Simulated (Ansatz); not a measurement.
Born–Oppenheimer molecular dynamics of CH9ClN2Si (14 atoms, charge 0, multiplicity 1). It starts from a rough guess of a transition structure, not a stationary point.

Method: UKS PBE-D4/STO-3G (Ansatz 0.2.0).

```
ensemble                      : NVE (velocity Verlet)
time step                     : 0.5 fs
steps asked                   : 150
starting velocities drawn for : 300 K
seed                          : 415357
```

First frame:

```xyz
14
Properties=species:S:1:pos:R:3
Si -0.784 0.529 0.659
N 0.639 -0.454 -0.571
C 0.892 0.095 -1.880
H -1.819 0.375 -0.385
H -0.579 1.966 0.774
N -1.355 -0.607 1.803
H 1.564 -0.219 0.360
Cl 1.355 0.516 1.941
H 0.464 -1.449 -0.600
H 0.009 -0.012 -2.517
H 1.117 1.155 -1.782
H 1.736 -0.399 -2.370
H -2.345 -0.768 1.878
H -0.894 -0.728 2.689
```

How far do the bonds stretch over the last three quarters of this one trajectory? (Pairs bonded in most of those frames.)


```json
{"bond": "Si1–N2", "mean (Å)": "1.920", "spread (Å)": "0.064", "shortest": "1.78", "longest": "2.03"}
{"bond": "Si1–H4", "mean (Å)": "1.480", "spread (Å)": "0.078", "shortest": "1.36", "longest": "1.59"}
{"bond": "Si1–H5", "mean (Å)": "1.464", "spread (Å)": "0.036", "shortest": "1.41", "longest": "1.52"}
{"bond": "Si1–N6", "mean (Å)": "1.735", "spread (Å)": "0.022", "shortest": "1.69", "longest": "1.76"}
{"bond": "N2–C3", "mean (Å)": "1.526", "spread (Å)": "0.061", "shortest": "1.43", "longest": "1.63"}
{"bond": "N2–H9", "mean (Å)": "1.072", "spread (Å)": "0.058", "shortest": "0.98", "longest": "1.16"}
{"bond": "C3–H10", "mean (Å)": "1.111", "spread (Å)": "0.019", "shortest": "1.08", "longest": "1.14"}
{"bond": "C3–H11", "mean (Å)": "1.110", "spread (Å)": "0.029", "shortest": "1.06", "longest": "1.16"}
{"bond": "C3–H12", "mean (Å)": "1.111", "spread (Å)": "0.019", "shortest": "1.07", "longest": "1.15"}
{"bond": "N6–H13", "mean (Å)": "1.048", "spread (Å)": "0.030", "shortest": "1.00", "longest": "1.10"}
{"bond": "N6–H14", "mean (Å)": "1.047", "spread (Å)": "0.028", "shortest": "1.00", "longest": "1.09"}
```

Pairs bonded in part of these frames only: Si1–Cl8 54 %, N2–H7 56 %, H7–Cl8 46 %.

Mean temperature of the second half: 488 K. The conserved energy stayed within 0.43 meV per atom of its start (net change -0.081 meV per atom), so the integration is sound. The kinetic energy rose, since the run started high on the potential surface and went downhill. It ends in pieces (CH8N2Si + ClH), so much of that is their flight and rotation, not heat. A run of 0.075 ps of so small a system gives no equilibrium averages. The orbitals were unrestricted but ended closed-shell. Limits of this set-up: minimal basis.

The run took 11 min on 1 thread of Arm Neoverse V1, on a shared host, peak memory 0.13 GiB.
